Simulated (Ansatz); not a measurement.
Geometry optimisation, RKS BHLYP-D4/6-31G* in Ansatz 0.2.0.

input.yaml

```yaml
crystal:
  periodic: [false, false, false]
  atoms:
    - { symbol: C, position_ang: [0.01692, 1.73149, 0.34611] }
    - { symbol: Si, position_ang: [1.2377, 0.86997, -0.56196] }
    - { symbol: S, position_ang: [0.89758, -1.36485, -0.12078] }
    - { symbol: S, position_ang: [-1.14087, -1.44714, -0.111] }
    - { symbol: H, position_ang: [-0.52567, 1.27262, 1.16155] }
    - { symbol: H, position_ang: [-0.08871, 2.80221, 0.28026] }
    - { symbol: H, position_ang: [2.30524, 0.73242, -1.52508] }
    - { symbol: H, position_ang: [-1.38562, -1.89881, 1.15496] }
    - { symbol: H, position_ang: [-1.31656, -2.6979, -0.62405] }
total_charge: 1
basis:
  gaussian: { orbitals: "6-31G*" }
hamiltonian:
  xc: { name: BHLYP }
  dispersion: d4
relax:
  f_tol: 0.015
  max_steps: 40
output:
  orbitals: {}
```

Launched with:

```bash
$ ansatz run input.yaml --threads 1 --pin off --max-ram 2048MiB --backend cpu --events-out ev --progress --plain --runs-dir out
```

Where does it end, and by what steps?

The run converged. After 24 steps the energy has fallen by 0.454 eV; H7 moved furthest, 0.95 Å.

```json
{"step": "0", "energy less start (eV)": "0.0000", "largest force component (eV/Å)": "2.047", "accepted": "yes"}
{"step": "1", "energy less start (eV)": "-0.1973", "largest force component (eV/Å)": "0.931", "accepted": "yes"}
{"step": "2", "energy less start (eV)": "-0.2933", "largest force component (eV/Å)": "1.047", "accepted": "yes"}
{"step": "3", "energy less start (eV)": "-0.3381", "largest force component (eV/Å)": "0.756", "accepted": "yes"}
{"step": "4", "energy less start (eV)": "-0.3320", "largest force component (eV/Å)": "0.436", "accepted": "no"}
{"step": "5", "energy less start (eV)": "-0.3848", "largest force component (eV/Å)": "0.232", "accepted": "yes"}
{"step": "6", "energy less start (eV)": "-0.3985", "largest force component (eV/Å)": "0.101", "accepted": "yes"}
{"step": "7", "energy less start (eV)": "-0.4027", "largest force component (eV/Å)": "0.335", "accepted": "yes"}
{"step": "8", "energy less start (eV)": "-0.4120", "largest force component (eV/Å)": "0.174", "accepted": "yes"}
{"step": "9", "energy less start (eV)": "-0.4247", "largest force component (eV/Å)": "0.137", "accepted": "yes"}
{"step": "10", "energy less start (eV)": "-0.4012", "largest force component (eV/Å)": "0.356", "accepted": "no"}
{"step": "11", "energy less start (eV)": "-0.4348", "largest force component (eV/Å)": "0.118", "accepted": "yes"}
{"step": "12", "energy less start (eV)": "-0.4337", "largest force component (eV/Å)": "0.261", "accepted": "no"}
{"step": "13", "energy less start (eV)": "-0.4403", "largest force component (eV/Å)": "0.125", "accepted": "yes"}
{"step": "14", "energy less start (eV)": "-0.4441", "largest force component (eV/Å)": "0.078", "accepted": "yes"}
{"step": "15", "energy less start (eV)": "-0.4476", "largest force component (eV/Å)": "0.109", "accepted": "yes"}
{"step": "16", "energy less start (eV)": "-0.4501", "largest force component (eV/Å)": "0.391", "accepted": "yes"}
{"step": "17", "energy less start (eV)": "-0.4519", "largest force component (eV/Å)": "0.062", "accepted": "yes"}
{"step": "18", "energy less start (eV)": "-0.4525", "largest force component (eV/Å)": "0.063", "accepted": "yes"}
{"step": "19", "energy less start (eV)": "-0.4532", "largest force component (eV/Å)": "0.134", "accepted": "yes"}
{"step": "20", "energy less start (eV)": "-0.4541", "largest force component (eV/Å)": "0.047", "accepted": "yes"}
{"step": "21", "energy less start (eV)": "-0.4543", "largest force component (eV/Å)": "0.033", "accepted": "yes"}
{"step": "22", "energy less start (eV)": "-0.4543", "largest force component (eV/Å)": "0.023", "accepted": "no"}
{"step": "23", "energy less start (eV)": "-0.4543", "largest force component (eV/Å)": "0.016", "accepted": "yes"}
{"step": "24", "energy less start (eV)": "-0.4543", "largest force component (eV/Å)": "0.009", "accepted": "yes"}
```

```xyz
9
Properties=species:S:1:pos:R:3
C 0.375 2.079 0.532
Si 0.844 0.769 -0.440
S 0.607 -1.156 0.515
S -1.079 -1.991 -0.499
H -0.054 1.944 1.511
H 0.547 3.101 0.230
H 1.394 0.709 -1.788
H -1.933 -2.180 0.518
H -0.701 -3.275 -0.580
```

Whether the end is a true minimum wasn't checked by a vibrational analysis.

The run took 3.6 min on 1 thread of Intel(R) Xeon(R) Processor @ 2.50GHz (Skylake/Cascade Lake), with other jobs on the host, peak memory 0.18 GiB.
